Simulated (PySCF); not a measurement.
Species: C3H9Tl.
Atom-mapped SMILES: `[CH3:1][CH2:2][CH2:3][TlH2:4]` (hydrogens: H5, H6, H7 on C1; H8, H9 on C2; H10, H11 on C3; H12, H13 on Tl4)

Level of theory: PBE0-D3(BJ)/def2-SVP geometry optimisation, gas phase, def2 core potentials past Kr (PySCF).

Give the optimised bond lengths and angles.

| bond | length (Å) | order |
| --- | --- | --- |
| C1–C2 | 1.521 | single |
| C2–C3 | 1.520 | single |
| C3–Tl4 | 2.231 | single |
| C1–H5, C1–H6, C1–H7 | 1.102 | single |
| C2–H8, C2–H9 | 1.105 | single |
| C3–H10, C3–H11 | 1.103 | single |
| Tl4–H12, Tl4–H13 | 1.757 | single |

Bonds in one row agree within 0.01 Å and their mean is given. Orders are formal, as drawn. A selection of angles:
| angle | degrees |
| --- | --- |
| C2–C1–H5 | 111.1 |
| H5–C1–H6 | 107.2 |
| C1–C2–C3 | 113.5 |
| C1–C2–H8 | 109.3 |
| C3–C2–H8 | 109.9 |
| H8–C2–H9 | 105.6 |
| C2–C3–Tl4 | 114.2 |
| C2–C3–H10 | 111.6 |
| Tl4–C3–H10 | 107.3 |
| Tl4–C3–H11 | 104.9 |
| H10–C3–H11 | 106.6 |
| C3–Tl4–H12 | 121.9 |
| C3–Tl4–H13 | 118.5 |
| H12–Tl4–H13 | 119.5 |

Torsions: C1–C2–C3–Tl4 63° (synclinal). The mirror-image conformer, all signs reversed, is as good.

Tl4 (thallium bonded to C and 2 H) is planar (angles 121.9°, 119.5° and 118.5°, sum 360.0°, 0.02 Å off the plane of its three neighbours).

Point group: C1 (no symmetry element, even within 0.4 Å). No PBE0-D3(BJ)/def2-SVP frequencies stand behind this structure, so it isn't proved a minimum. The numbers are those of one conformer (C1–C2–C3–Tl4 63°, C2–C3–Tl4–H -159° and 23°).
